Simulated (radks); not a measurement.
Neutral tungsten: order these configurations by energy. All-electron calculation, scalar-relativistic Kohn-Sham, r2SCAN, spin-polarised, spherical densities, finite nucleus; meta-GGA in the generalised Kohn-Sham scheme; Fermi nuclear charge, rms radius of each element as measured or else 0.836 A^(1/3) + 0.57 fm. Program: a radial shooting solver on a logarithmic mesh with Libxc functionals. Open shells are filled with parallel spins first. [Xe] 4f14 5d3 6s2 6p1; [Xe] 4f14 5d4 6s1 6p1; [Xe] 4f14 5d4 6s2; [Xe] 4f14 5d5 6p1; [Xe] 4f14 5d5 6s1; [Xe] 4f14 5d6.

Answer. From the lowest, in eV above it: [Xe] 4f14 5d5 6s1 0.000; [Xe] 4f14 5d4 6s2 1.381; [Xe] 4f14 5d4 6s1 6p1 3.742; [Xe] 4f14 5d5 6p1 4.852; [Xe] 4f14 5d6 5.442; [Xe] 4f14 5d3 6s2 6p1 6.342.
